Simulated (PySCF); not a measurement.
# Working out the ionisation energy of P⁺

P⁺ [Ne] 3s2 3p2 (3P) → P²⁺ [Ne] 3s2 3p1 (2P). All numbers are calculated (PySCF 2.14, the non-relativistic Hamiltonian (point nucleus), in def2-TZVP (5s5p2d1f, 37 functions)). Frozen: [Ne]. Energies in hartree (1 hartree = 27.21139 eV):

```tsv
part	P⁺ (lower)	P²⁺ (upper)
UHF	-340.345663	-339.641401
CCSD correlation	-0.081322	-0.063983
(T)	-0.002251	-0.001001
```

Task: What does Hartree-Fock give?

Result: (-339.641401) − (-340.345663) = 0.704262 hartree = 19.164 eV.

Task: What do CCSD and CCSD(T) give?

Result: The CCSD correlation energies differ by 0.017339 hartree = 0.472 eV and the triples by 0.001250 hartree = 0.034 eV, so CCSD gives 19.636 eV and CCSD(T) 19.670 eV.

Reference: 19.769 eV (semi-empirical (NIST evaluation); NIST Atomic Spectra Database, ionization energies), between the lowest levels; spin-orbit coupling is absent from the calculation.

What remains against the reference includes basis incompleteness, the frozen core and higher excitations.
